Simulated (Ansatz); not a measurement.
Process, species as SMILES: FB(F)C(F)(F)F + 6 [H][H] (H2) -> B (BH3) + C (CH4) + 5 F (HF)
Geometries: B3LYP-D3(BJ)/def2-TZVP minima from Ansatz (an electronic-structure program), one conformer each, not searched for the lowest.

Property: energy of full hydrogenation (electronic energy difference), in eV. Correlated levels leave the core frozen unless marked. Spin-orbit coupling is left out. No relativistic terms. CBS marks a two-point X^-3 extrapolation of the correlation energy; Hartree-Fock from the larger set.

```
level                             program  energy of full hydrogenation (eV)
-------------------------  --------------  ---------------------------------
B97M-V/def2-TZVPD                  Ansatz                               0.21
PBE0-D3(BJ)/def2-TZVPD     Ansatz + dftd3                              -0.13
LC-wPBE-D3(BJ)/def2-TZVPD  Ansatz + dftd3                              -0.13
PBE-QIDH/def2-TZVPD                Ansatz                              -0.18
```

Problem. Predict the CCSD(T)/CBS(cc-pVTZ,cc-pVQZ) result (Ansatz).

Solution. -0.20 eV
